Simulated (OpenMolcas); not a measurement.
**Ta3+: moving the ligands**

Ta3+ with 6 ligands (chloride) in trigonal prismatic coordination (D3h) at 2.45 Å, a polar angle of 48.6° against the regular 49.1°. A charge of +0.5 e stands 2.4 Å behind each ligand. Ligand basis ANO-RCC-VDZP.
```
Ta    0.0000    0.0000    0.0000
Cl    1.8380    0.0000    1.6199
Cl   -0.9190    1.5918    1.6199
Cl   -0.9190   -1.5918    1.6199
Cl    1.8380    0.0000   -1.6199
Cl   -0.9190    1.5918   -1.6199
Cl   -0.9190   -1.5918   -1.6199
```

```yaml
Program: OpenMolcas
Method: SS-CASPT2, IPEA 0.25 Eh, imaginary shift 0.1 Eh (the 57 lowest orbitals frozen, all others correlated)
Basis: ANO-RCC-VDZP [7s6p4d2f1g]
Scalar_Hamiltonian: DKH2, point nucleus
Active_space: 2 electrons in 5 orbitals (5d)
State_averaging: 2S+1 = 3 even, 10 roots; 2S+1 = 1 even, 15 roots
Spin-orbit_coupling: state interaction with AMFI integrals over the reference wave functions
```

Runs around this geometry, states (labels of D3, the rotations of D3h). Energies in cm-1 above the lowest state or level, χT in cm3 K/mol.

```
R (Å)  Polar angle / regular  Ground state  First state of that spin  First gap with spin-orbit (degeneracies)  χT at 300 K  First state of another spin
 2.48                  0.931            3E                  3A2 7520                               1500 (2, 2)        0.118                     1A1 3430
 2.45                   0.99            3E                  3A2 7930                               1430 (2, 2)        0.131                     1A1 3700
 2.62                   0.99            3E                  3A2 6950                               1500 (2, 2)        0.092                     1A1 4680
```

Taking the first state of the same spin as R^-n, n = -ln(6950 / 7930) / ln(2.62 / 2.45) = 2.0 between the shortest and longest distance.

Roots that are degenerate in the reference are averaged as groups; the widest CASPT2 spread within a group is 130 cm-1 (the 2-fold group of multiplicity 3 near 0 cm-1 above the lowest state of its run, R = 2.45, ratio = 0.99). Shifts and gaps below about the spread of the groups concerned are not significant. Over all roots computed the reference weight is 0.67 in R = 2.48 in ratio = 0.931, 0.67 in R = 2.45 in ratio = 0.99, 0.67 to 0.68 in R = 2.62 in ratio = 0.99; a low but even weight reflects the number of correlated electrons. An orbital doublet at a regular site is open to a Jahn-Teller distortion, which this geometry leaves out. Ligand-to-metal charge-transfer states are missing. With no ligand orbital active B as a rule stays too high, so bands that hang on it stand too high and its fall with covalency is understated. The least metal-like active orbital is 76 % on the metal (Löwdin) and no ligand orbital is active, so the numbers are rough (holds for R = 2.48, ratio = 0.931). The least metal-like active orbital is 75 % on the metal (Löwdin) and no ligand orbital is active, so the numbers are rough (holds for R = 2.45, ratio = 0.99). The least metal-like active orbital is 82 % on the metal (Löwdin) and no ligand orbital is active, so the numbers are rough (holds for R = 2.62, ratio = 0.99). No measured value stands beside these numbers; the geometry is a model, was not optimised and need not be the one that this ion takes.
